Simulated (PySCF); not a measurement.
Molecule: `C/C=C(C)\C=N/[SiH3]`, C₅H₁₁NSi.

Bonds (- single, = double, # triple, : aromatic): C1-C2, C2=C3, C3-C4, C3-C5, C5=N6, N6-Si7. C1 carries H8, H9, H10; C2 carries H11; C4 carries H12, H13, H14; C5 carries H15; Si7 carries H16, H17, H18. Stereochemistry as in C/C=C(C)\C=N/[SiH3].

Frames of a GFN2-xTB Langevin trajectory at 300 K; GIAO PBE0/pcSseg-1 shieldings in PySCF 2.14.0 with density-fitted response routines, gas phase, non-relativistic; equivalent atoms averaged within each frame.

References, each an isolated molecule treated in the same way: 13C (σ = 186.93 ppm), 29Si (σ = 349.16 ppm), 1H (σ = 31.72 ppm) against TMS; 15N (σ = 267.73 ppm) vs NH3. The references are static minima.

Question: How do the shifts (ppm) fluctuate along the trajectory?

Answer: 
```tsv
time (fs)	C5	C2	C3	C4	C1	N6	Si7	H15	H11	H16/H17/H18
250	162.5	156.3	141.9	21.2	13.3	355.0	-72.2	9.02	7.15	5.39
425	178.1	147.7	139.9	21.6	19.7	371.2	-81.8	9.73	6.37	5.52
625	175.2	155.4	147.5	29.2	15.3	384.7	-65.8	9.81	7.47	5.71
800	175.2	147.1	138.3	21.8	18.8	385.7	-74.5	9.74	6.67	6.15
1000	168.9	141.9	143.6	22.5	13.6	381.3	-74.2	9.42	5.97	6.01
mean of frames	172.0	149.7	142.2	23.3	16.1	375.6	-73.7	9.54	6.73	5.75
standard deviation	6.3	6.1	3.5	3.4	3.0	12.8	5.7	0.33	0.60	0.32
```

5 frames give an uncertainty of the mean of about the standard deviation over 2.2 at best, since frames this close in time may not be independent; classical motion lacks zero-point vibration, and the reference would need the same averaging.
